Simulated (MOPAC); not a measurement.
MOPAC input (PM3):

```
PM3 1SCF CHARGE=-1 GEO-OK AUX(PRECISION=9) THREADS=1
HPb2

Pb   -0.00000000 1   -0.00000000 1   -1.35978000 1
Pb    0.00000000 1    0.00000000 1    1.32142500 1
H     0.00000000 1    0.00000000 1    3.14514900 1
```

Output:

```
 *******************************************************************************
 **                                                                           **
 **                              MOPAC v23.2.5                                **
 **                                                                           **
 *******************************************************************************
 ** MOPAC's Digital Object Identifier: https://doi.org/10.5281/zenodo.6511958 **
 **                                                                           **
 ** Please cite the open-source release paper for use of this MOPAC version:  **
 ** J. E. Moussa and J. J. P. Stewart (2026)                                  **
 ** MOPAC: An open-source semiempirical molecular orbital program             **
 ** J. Open Source Softw., 11(119), 8025, https://doi.org/10.21105/joss.08025 **
 *******************************************************************************

                              PM3 CALCULATION RESULTS

 *******************************************************************************
 *  PM3        - The PM3 Hamiltonian to be used
 *  GEO-OK     - OVERRIDE INTERATOMIC DISTANCE AND OTHER SAFETY CHECKS
 *
 *
 *
 *                 CHARGE ON SYSTEM = -1
 *
 *
 *
 *  1SCF       - DO 1 SCF AND THEN STOP
 *  AUX        - OUTPUT AUXILIARY INFORMATION
 *******************************************************************************
PM3 1SCF CHARGE=-1 GEO-OK AUX(PRECISION=9) THREADS=1
 HPb2

   ATOM   CHEMICAL          X               Y               Z
  NUMBER   SYMBOL      (ANGSTROMS)     (ANGSTROMS)     (ANGSTROMS)

     1      Pb         -0.00000000  *  -0.00000000  *  -1.35978000  *
     2      Pb          0.00000000  *   0.00000000  *   1.32142500  *
     3       H          0.00000000  *   0.00000000  *   3.14514900  *

          CARTESIAN COORDINATES

    NO.       ATOM           X           Y           Z

     1        Pb         -0.0000     -0.0000     -1.3598
     2        Pb          0.0000      0.0000      1.3214
     3         H          0.0000      0.0000      3.1451

  H: (PM3): J. J. P. STEWART, J. COMP. CHEM. 10, 209 (1989).
 Pb: (PM3): J. J. P. STEWART, J. COMP. CHEM. 12, 320-341 (1991).

           Empirical Formula: H Pb2  =     3 atoms

      MOLECULAR POINT GROUP   :   C*v

      RHF CALCULATION, NO. OF DOUBLY OCCUPIED LEVELS = 5

 -------------------------------------------------------------------------------
 PM3 1SCF CHARGE=-1 GEO-OK AUX(PRECISION=9) THREADS=1
 HPb2

     1SCF WAS SPECIFIED, SO BFGS WAS NOT USED
     SCF FIELD WAS ACHIEVED

                              PM3 CALCULATION
                                                       MOPAC v23.2.5 Linux

          FINAL HEAT OF FORMATION =         -1.14451 KCAL/MOL =      -4.78861 KJ/MOL

          COSMO AREA              =        111.03 SQUARE ANGSTROMS
          COSMO VOLUME            =         99.69 CUBIC ANGSTROMS

          IONIZATION POTENTIAL    =          3.426194 EV
          HOMO LUMO ENERGIES (EV) =         -3.426  1.439
          NO. OF FILLED LEVELS    =          5
          MOLECULAR WEIGHT        =        415.4079         POINT GROUP:  C*v

          MOLECULAR DIMENSIONS (Angstroms)

            Atom       Atom       Distance
            H     3   Pb     1     4.50493
            H     3   Pb     1     0.00000
           Pb     1   Pb     2     0.00000

          SCF CALCULATIONS        =          1

   ATOM   CHEMICAL          X               Y               Z
  NUMBER   SYMBOL      (ANGSTROMS)     (ANGSTROMS)     (ANGSTROMS)

     1      Pb         -0.00000000  *  -0.00000000  *  -1.35978000  *
     2      Pb          0.00000000  *   0.00000000  *   1.32142500  *
     3       H          0.00000000  *   0.00000000  *   3.14514900  *

                             CARTESIAN COORDINATES

   1   Pb       -0.000000000    -0.000000000    -1.359780000
   2   Pb        0.000000000     0.000000000     1.321425000
   3    H        0.000000000     0.000000000     3.145149000

           Empirical Formula: H Pb2  =     3 atoms

      MOLECULAR POINT GROUP   :   C*v

                  EIGENVALUES
  -8.63705  -8.33176  -4.81856  -3.42619  -3.42619   1.43854   1.43854   2.73067
   4.85767

              NET ATOMIC CHARGES AND DIPOLE CONTRIBUTIONS

  ATOM NO.   TYPE          CHARGE      No. of ELECS.   s-Pop       p-Pop
    1         Pb          -0.029360        4.0294     1.90562     2.12374
    2         Pb          -0.999766        4.9998     1.34773     3.65204
    3          H           0.029126        0.9709     0.97087
 DIPOLE           X         Y         Z       TOTAL
 POINT-CHG.     0.000     0.000    -5.769     5.769
 HYBRID        -0.000    -0.000     2.102     2.102
 SUM           -0.000    -0.000    -3.667     3.667

          ATOMIC ORBITAL ELECTRON POPULATIONS

     Atom    s        px        py        pz
    1 Pb   1.90562   0.68355   0.68355   0.75664
    2 Pb   1.34773   1.31645   1.31645   1.01914
    3  H   0.97087

 **********************
 *                    *
 * JOB ENDED NORMALLY *
 *                    *
 **********************

 == MOPAC DONE ==
```

The dipole moment of an ion depends on the origin.

The geometry given is a B3LYP-D3(BJ)/def2-TZVP minimum.
